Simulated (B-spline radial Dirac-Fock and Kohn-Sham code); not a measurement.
**Relativistic shifts of the levels of Dy⁴⁸⁺**

System: Dy⁴⁸⁺, configuration [Ne] 3s2 3p6.

Both columns are ΔSCF binding energies of the configuration average from a B-spline atomic structure program: non-relativistic Hartree-Fock with a point nucleus, and Dirac-Fock with a finite nucleus and the Coulomb interaction alone, averaged over the two j levels with weights 2j+1.

```tsv
shell	Hartree-Fock (eV)	Dirac-Fock (eV)	shift (eV)	shift (%)
1s	53776.3	57233.3	+3456.97	+6.43
2s	11243.4	12182.1	+938.78	+8.35
2p	10868.5	11193.8	+325.27	+2.99
3s	4416.1	4692.5	+276.40	+6.26
3p	4257.7	4375.0	+117.32	+2.76
```

Relativity binds 1s, 2s, 2p, 3s, 3p more strongly, among those listed most of all 2s in relative terms.

Values without a named source are computed, but for edge energies of neutral atoms, which are taken from tables.
